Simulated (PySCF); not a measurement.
Species: `F/C=C/C(=C/Cl)CCl`. The columns A, B, C and D hold Mulliken, IAO, Hirshfeld and ESP-fitted charges (e) of one PBE0/pcSseg-1 density (PySCF), in a shuffled order. Coordinates in Å (GFN2-xTB); the density's dipole moment is (0.64, 1.15, 0.95) D.

```json
{"atom": "F1", "x": "2.437", "y": "-2.155", "z": "-0.004", "A": "-0.162", "B": "-0.081", "C": "-0.260", "D": "-0.273"}
{"atom": "C2", "x": "1.284", "y": "-1.506", "z": "0.200", "A": "+0.161", "B": "+0.048", "C": "+0.153", "D": "+0.288"}
{"atom": "C3", "x": "1.097", "y": "-0.287", "z": "-0.297", "A": "-0.453", "B": "-0.081", "C": "-0.208", "D": "-0.140"}
{"atom": "C4", "x": "-0.107", "y": "0.505", "z": "-0.135", "A": "+0.334", "B": "-0.014", "C": "-0.003", "D": "-0.207"}
{"atom": "C5", "x": "-0.198", "y": "1.678", "z": "-0.776", "A": "-0.322", "B": "-0.028", "C": "-0.176", "D": "-0.048"}
{"atom": "Cl6", "x": "-1.547", "y": "2.725", "z": "-0.697", "A": "-0.022", "B": "+0.001", "C": "+0.002", "D": "-0.071"}
{"atom": "C7", "x": "-1.213", "y": "-0.019", "z": "0.723", "A": "-0.467", "B": "-0.037", "C": "-0.248", "D": "-0.133"}
{"atom": "Cl8", "x": "-2.020", "y": "-1.402", "z": "-0.093", "A": "-0.097", "B": "-0.063", "C": "-0.108", "D": "-0.137"}
{"atom": "H9", "x": "0.589", "y": "-2.095", "z": "0.778", "A": "+0.133", "B": "+0.051", "C": "+0.161", "D": "+0.108"}
{"atom": "H10", "x": "1.894", "y": "0.156", "z": "-0.878", "A": "+0.229", "B": "+0.055", "C": "+0.168", "D": "+0.111"}
{"atom": "H11", "x": "0.600", "y": "2.052", "z": "-1.399", "A": "+0.221", "B": "+0.059", "C": "+0.173", "D": "+0.144"}
{"atom": "H12", "x": "-1.980", "y": "0.737", "z": "0.884", "A": "+0.229", "B": "+0.039", "C": "+0.179", "D": "+0.183"}
{"atom": "H13", "x": "-0.841", "y": "-0.390", "z": "1.677", "A": "+0.215", "B": "+0.052", "C": "+0.169", "D": "+0.175"}
```

**Question.** Which column most likely holds the ESP-fitted charges?

**Answer.** A. Σ q r misses the density's dipole by 0.12 D (A), 0.91 D (B), 1.17 D (D), 1.26 D (C). Charges fitted to the outside potential are the only set here that is tied to the molecule's multipoles.

**Question.** And the Hirshfeld charges?

**Answer.** B. The mean sizes are 0.047 e (B), 0.154 e (C), 0.155 e (D), 0.234 e (A), and Hirshfeld charges are commonly the smallest of these schemes.

As computed, A = ESP-fitted, B = Hirshfeld, C = IAO, D = Mulliken. Hydrogens on carbon: ESP-fitted +0.13 to +0.23, Hirshfeld +0.04 to +0.06, IAO +0.16 to +0.18, Mulliken +0.11 to +0.18 e.

The IAO scheme counts the electrons in orthogonalised intrinsic atomic orbitals, a minimal basis polarised so that it spans the occupied orbitals exactly. The Hirshfeld scheme divides the density at each point in proportion to the densities of the neutral, spherically averaged free atoms.

Geometry: GFN2-xTB, one conformer, isolated molecule.

Conformer computed: `[F:1]/[CH:2]=[CH:3]/[C:4](=[CH:5]/[Cl:6])[CH2:7][Cl:8]`: C2–C3–C4–C5 -175°, C3–C4–C7–Cl8 -71°.
